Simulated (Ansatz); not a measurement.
Isomers

Structures of AlBSiH₄O, singlet, relaxed at PBE0-D4/def2-TZVP (vibrations not checked; lower isomers may exist, and structures with a doubtful reference or unclear bonds are left out). Ansatz 0.2.0; basis: def2-TZVPP; cores frozen in the correlated methods. B3LYP uses VWN-RPA correlation.

Task: Rank them by CCSD(T) energy, lowest first, and give each one's height above the lowest. Links in brackets join atoms within 1.22 times the sum of their covalent radii (1.1 for two metals). (Judge from chemistry; the value comes from the calculation.)
A.
AlBSiH₄O ([BH2]1[Al]2[O][SiH2]12)
```
8
angstrom
B -0.0290 0.7601 -1.2895
Al -0.4750 1.1588 0.8671
O -0.1146 -0.4465 1.3690
Si 0.2693 -0.9693 -0.1823
H -1.0483 0.9200 -1.9041
H 0.9033 1.4522 -1.5960
H 1.6808 -1.4340 -0.2421
H -0.6414 -2.0670 -0.6034
```
B.
AlBSiH₄O ([BH]1[O][SiH2][AlH]1)
```
8
angstrom
B -0.2239 1.0800 0.8755
Al -0.2018 0.9233 -1.2976
O 0.0514 -0.2161 1.1612
Si 0.2595 -1.2333 -0.2150
H -0.3515 1.5975 -2.7305
H -0.3841 1.8593 1.7741
H 1.6104 -1.8554 -0.0962
H -0.7225 -2.3488 -0.0843
```
C.
AlBSiH₄O ([O][B][SiH2][AlH2])
```
8
angstrom
O 2.0581 1.8292 -1.3386
B 1.5519 1.0606 -0.5633
Si 0.6009 -0.2021 0.6398
Al -1.6556 -0.4844 -0.3049
H -1.9100 -1.6297 -1.3684
H -2.8121 0.4966 0.1508
H 0.6236 0.4168 1.9928
H 1.4145 -1.4479 0.6607
```
D.
AlBSiH₄O ([BH][SiH][O][AlH2])
```
8
angstrom
O 0.4661 -0.4470 0.0244
Si 0.4613 1.1495 0.2818
B -1.0198 2.2153 0.1467
Al 0.1303 -2.0609 -0.3445
H -1.8701 2.9816 -0.1375
H 1.6734 1.6342 0.9734
H 1.3295 -3.0804 -0.2472
H -1.3454 -2.4339 -0.7614
```

Result: Computed: A (0.00 kcal/mol), C (6.73 kcal/mol), B (13.72 kcal/mol), D (46.68 kcal/mol). Heights count from the lowest.

Task: Do PBE-D4, r2SCAN-D4, PBE0-D4, B3LYP-D4, wB97M-V, HF, MP2 give the same order? (Judge from chemistry; the calculation decides.)

Result: By the calculation: Lowest first: HF C < A < B < D. The others agree with CCSD(T).

No T1 diagnostic of these runs exceeds 0.021. The restricted Hartree–Fock reference is unstable towards an unrestricted one at one or more of these structures.

For scale, one of the runs: CCSD(T)/def2-TZVPP, 202 basis functions, launched by `ansatz run in.yaml --threads 2 --pin off --events-out ev --progress --plain --max-ram 4352MiB`. Hardware: 2 CPU threads of an Arm Neoverse V1, shared host. Wall time 60 s; peak host memory 2.3 GiB.
